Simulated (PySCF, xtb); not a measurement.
SiHCl3, SMILES Cl[SiH](Cl)Cl.

GFN2-xTB (xtb 6.7.1) at its own geometry gives an orbital gap of 6.66 eV and a dipole moment of 1.24 D.

Coordinates come from a B3LYP-D3(BJ)/def2-SVP optimisation. The isomer is the one that the SMILES or the coordinates give; other isomers of the formula were not compared.

Question: What does ωB97X/def2-TZVPD run with PySCF give? (An estimate is asked for; the answer gives what the named calculation found.)

Answer: gap 13.18 eV (levels -11.85 and 1.33 eV), dipole 0.95 D.
